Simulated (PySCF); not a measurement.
B(H)(F)(OEt) (C2H6BFO), SMILES CCOBF.

Coordinates come from a B3LYP-D3(BJ)/def2-SVP optimisation. The structure was generated by enumeration, and PubChem lists no compound with its InChIKey, so it may never have been made. Other conformers were not sampled.

These are B3LYP-D3(BJ)/def2-SVP in PySCF 2.14.0 values and carry that method's errors.

No scaling factor is applied to the harmonic values.

| mode | ν (cm⁻¹) | IR (km/mol) | moving atoms (share of kinetic energy) |
|---|---|---|---|
| 1 | 39 | 0.0 | C 34 %, F 28 %, H 27 %, O 11 % |
| 2 | 205 | 3.3 | H 50 %, F 26 %, C 16 % |
| 3 | 233 | 1.7 | H 42 %, B 29 %, C 12 %, O 11 % |
| 4 | 288 | 3.3 | H 67 %, C 17 %, F 12 % |
| 5 | 455 | 7.2 | O 40 %, H 28 %, C 28 % |
| 6 | 620 | 12.1 | O 42 %, F 28 %, B 18 %, H 11 % |
| 7 | 815 | 1.6 | H 89 %, C 8 % |
| 8 | 851 | 6.8 | H 37 %, C 36 %, O 18 %, B 9 % |
| 9 | 913 | 53.6 | H 57 %, B 38 % |
| 10 | 1022 | 11.3 | C 51 %, H 38 % |
| 11 | 1106 | 16.0 | H 63 %, F 18 %, B 13 % |
| 12 | 1115 | 6.9 | C 47 %, H 43 % |
| 13 | 1177 | 23.7 | H 55 %, C 35 % |
| 14 | 1221 | 140.5 | O 27 %, H 27 %, B 24 %, C 13 %, F 10 % |
| 15 | 1314 | 17.6 | H 86 % |
| 16 | 1373 | 92.9 | H 73 %, C 18 % |
| 17 | 1406 | 94.4 | H 68 %, C 24 % |
| 18 | 1457 | 69.5 | H 86 % |
| 19 | 1465 | 90.4 | H 69 %, B 16 % |
| 20 | 1476 | 26.3 | H 90 % |
| 21 | 1518 | 148.2 | H 59 %, B 24 %, O 12 % |
| 22 | 2663 | 166.5 | H 91 %, B 9 % |
| 23 | 3036 | 11.5 | H 97 % |
| 24 | 3050 | 32.9 | H 95 % |
| 25 | 3101 | 8.1 | H 90 %, C 10 % |
| 26 | 3123 | 22.7 | H 91 %, C 9 % |
| 27 | 3131 | 26.6 | H 90 %, C 10 % |
